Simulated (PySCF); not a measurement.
An unknown is described by computed data only.

Formula: C6H14O.

* 13C NMR: chemical shifts (computed TMS as zero) by class: 76.8 (1 C), 76.0 (1 C), 28.3 (1 C), 24.0 (2 C), 11.7 (1 C) ppm [GIAO PBE0/pcSseg-1]
* Rotational structure: rotational constants A, B, C: 6.344, 1.102, 0.994 GHz [GFN2-xTB]
* NMR, other nuclei: isotropic shieldings of nuclei other than C and H, by class: 258 (1 O) ppm [GIAO PBE0/pcSseg-1]
* Dipole: 1.12 D [PBE0/pcSseg-1]
* 1H NMR: chemical shifts (computed TMS as zero) by class: 3.57 (1 H), 3.44 (2 H), 1.70 (2 H), 1.18 (6 H), 0.94 (3 H) ppm [GIAO PBE0/pcSseg-1]

Gas-phase values; electronic properties from PySCF, density fitting. Levels stand in brackets. Geometry: GFN2-xTB, one conformer, isolated molecule. Each NMR value is the plain mean over a class of atoms that symmetry, rotation or inversion makes alike.

**Question.** What is the compound? Reason from the data.

**Answer.** Numbering: `[CH3:1][CH2:2][CH2:3][O:4][CH:5]([CH3:6])[CH3:7]`. Its formula, C6H14O, gives 0 degrees of unsaturation, so no ring and no π bond. 6 carbons fall into 5 classes; from least to most shielded: sp3 carbon bound to oxygen [C5] (76.8 ppm), sp3 carbon bound to oxygen [C3] (76.0 ppm), chain CH2 carbon [C2] (28.3 ppm), methyl carbon [C6/C7] (24.0 ppm, 2 C, up to 4.7 ppm apart in this geometry), methyl carbon [C1] (11.7 ppm). Hydrogen classes from least to most shielded: 1 H on an sp3 carbon bound to oxygen, C5 (3.57 ppm), 2 H on an sp3 carbon bound to oxygen, C3 (3.44 ppm, a mean of values up to 0.7 ppm apart in this geometry), 2 H on a chain CH2 carbon, C2 (1.70 ppm), 6 H on 2 methyl carbons, C6/C7 (1.18 ppm, a mean of values up to 1.0 ppm apart in this geometry), 3 H on a methyl carbon, C1 (0.94 ppm). The other shieldings belong to: 258 ppm, ether oxygen [O4]. The optimised geometry has point group C1 and is an asymmetric top. Structure: n-PrOi-Pr (`O(CCC)C(C)C`). Computed isomers that give other values at the same levels: `COCC(C)(C)C` (13C chemical shifts (computed TMS as zero) by class: 87.2 (1 C), 61.4 (1 C), 34.8 (1 C), 28.2 (3 C) ppm); `CCOC(C)(C)C` (13C chemical shifts (computed TMS as zero) by class: 74.5 (1 C), 60.5 (1 C), 29.6 (3 C), 18.6 (1 C) ppm); `CCCOCCC` (13C chemical shifts (computed TMS as zero) by class: 77.7 (2 C), 26.8 (2 C), 11.6 (2 C) ppm). The assignments are read from this structure; whether some other isomer fits the data as well wasn't checked.

Conformer computed: `[CH3:1][CH2:2][CH2:3][O:4][CH:5]([CH3:6])[CH3:7]`: C1–C2–C3–O4 -179°, C2–C3–O4–C5 168°, C3–O4–C5–C6 73°.
